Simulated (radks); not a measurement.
Results of a calculation; reference values are marked as such.
Problem. Ionisation of Pt18+, [Kr] 4d10 4f12 5s2, to Pt19+, [Kr] 4d10 4f12 5s1, under several functionals. Dirac Kohn-Sham, spin-unpolarised, spherical densities, point nucleus; open shells are shared between the two j in proportion to 2j + 1; a radial shooting solver on a logarithmic mesh with Libxc functionals. Known Delta-SCF values: exchange-only PBE 478.79 eV. What does XLYP give, and what is its highest occupied eigenvalue?

Solution. 480.30 eV by Delta-SCF; the 5s1/2 eigenvalue is -466.88 eV. NIST: 479 eV (theoretical).

Beside tabulated values, note that spin-unpolarised runs miss the spin-polarisation part of the exchange energy of open shells.
